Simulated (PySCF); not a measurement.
# A ladder of Hamiltonians for Hg(76+) (mercury, charge +76)

Occupied: 1s1/2, 2s1/2. Hartree-Fock calculated with PySCF 2.14 in an uncontracted even-tempered set (15 s from 22 bohr⁻², ratio 2.7; 13 p from 26 bohr⁻², ratio 2.7), Gaussian nucleus throughout. NR is non-relativistic, sf-X2C the spin-free one-electron X2C Hamiltonian, X2C adds the bare one-electron spin-orbit term, X2C-SNSO screens it by Boettger's factors, DC is four-component Dirac-Coulomb, and the Gaunt and Breit terms are added at first order (total energies over the DC spinors, levels after relaxing the spinors in that mean field). QED terms are absent. Levels marked empty are virtual spinors of this ion.

```csv
Hamiltonian,E (hartree),E − E(DC) (hartree),CPU seconds
NR,-7874.3386,848.2726,0.25
sf-X2C,-8717.6705,4.9407,0.14
X2C,-8717.6705,4.9407,0.14
X2C-SNSO,-8717.6705,4.9407,0.14
DC,-8722.6112,0.0000,2.6
DC+Gaunt,-8713.1325,9.4787,4.2
DC+Breit,-8713.3447,9.2665,32
```

Task: Give the 2p spin-orbit interval with each Hamiltonian that has one.

Result: X2C 2175; X2C-SNSO 2113; DC 2127; DC+Gaunt 2103; DC+Breit 2103 (eV).

| level (eV) | NR | sf-X2C | X2C | X2C-SNSO | DC | DC+Gaunt | DC+Breit |
| --- | --- | --- | --- | --- | --- | --- | --- |
| 1s1/2 | -84862.0 | -93361.7 | -93361.7 | -93361.7 | -93479.5 | -93252.5 | -93255.3 |
| 2s1/2 | -20585.9 | -23204.0 | -23204.0 | -23204.0 | -23219.0 | -23191.0 | -23193.9 |
| 2p1/2 (empty) | -20130.0 | -21080.7 | -22656.8 | -22608.6 | -22626.6 | -22575.7 | -22582.2 |
| 2p3/2 (empty) | -20130.0 | -21080.7 | -20482.1 | -20496.0 | -20499.1 | -20472.8 | -20479.4 |
| 3s1/2 (empty) | -8890.0 | -9783.6 | -9783.6 | -9783.6 | -9787.7 | -9779.9 | -9781.1 |

Weight of the small component: 1s1/2 0.0931, 2s1/2 0.0230, 2p1/2 0.0227, 2p3/2 0.0205, 3s1/2 0.00974.

Koopmans' value for the highest occupied level at DC+Breit: 23193.9 eV, against an ionisation energy of 23170 ± 110 eV (theoretical estimate listed by NIST; NIST Atomic Spectra Database, ionization energies); the former lacks relaxation, correlation, QED and recoil.

The whole ladder took 40 s of wall time on 1 thread of Neoverse-V1 (shared host), launched as `OMP_NUM_THREADS=1 python relrun2.py TASK.json OUT` (a driver that calls PySCF for each Hamiltonian).
